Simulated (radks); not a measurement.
Values are calculated unless marked as measured or tabulated.
Removal energies from neutral terbium, [Xe] 4f9 6s2, by Delta-SCF beside the eigenvalue of the level emptied. Code: a radial shooting solver on a logarithmic mesh with Libxc functionals. Model: scalar-relativistic Kohn-Sham, PBEsol, spin-polarised, spherical densities, finite nucleus; Fermi nuclear charge, rms radius of each element as measured or else 0.836 A^(1/3) + 0.57 fm. Open shells are filled with parallel spins first.

removed from	final configuration	Delta-SCF (eV)	-eigenvalue (eV)
6s	[Xe] 4f9 6s1	5.838	3.649
4f	[Xe] 4f8 6s2	7.610	0.955
5p	[Kr] 4d10 4f9 5s2 5p5 6s2	28.898	23.968
5s	[Kr] 4d10 4f9 5s1 5p6 6s2	51.722	46.266
